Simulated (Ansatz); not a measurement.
Compare A (`CC1OB1N`) with its isomer B (`NB1CCO1`).

Computed with Ansatz on PBE0-D4/def2-TZVP structures; ΔE is electronic, products minus reactants. CBS: MP2 limit from def2 TZ/QZ plus the TZ coupled-cluster correction, frozen cores. DFT in def2-TZVPP. B3LYP here is the variant with VWN-RPA as its local correlation; programs differ in this. One conformer a species, not always the lowest.

(1) Which is lower in electronic energy at CCSD(T)/CBS, and by how much? (Best estimate.)

(2) Give E(B) − E(A) in kJ/mol with MP2/def2-TZVPP, CCSD(T)/def2-TZVPP, HF/def2-TZVPP, B3LYP, PBE-D4, CCSD/def2-TZVPP, r2SCAN-D4. (An estimate is asked.)

Largest T1 diagnostic: 0.013.

## Answers

(1) Ansatz gave: B, by 66.3 kJ/mol.

(2) Computed: MP2/def2-TZVPP -65.3, CCSD(T)/def2-TZVPP -66.9, HF/def2-TZVPP -72.3, B3LYP -57.3, PBE-D4 -57.0, CCSD/def2-TZVPP -68.8, r2SCAN-D4 -58.6. None reverses the order clearly.

In def2-TZVPP, CCSD(T) changes the Hartree–Fock value by +5.4 kJ/mol (the triples alone add +1.9 kJ/mol) and MP2 by +7.1 kJ/mol. From PBE to PBE0 (25 % exact exchange), in def2-TZVPP and without D4, E(B) − E(A) moves by −8.5 kJ/mol.
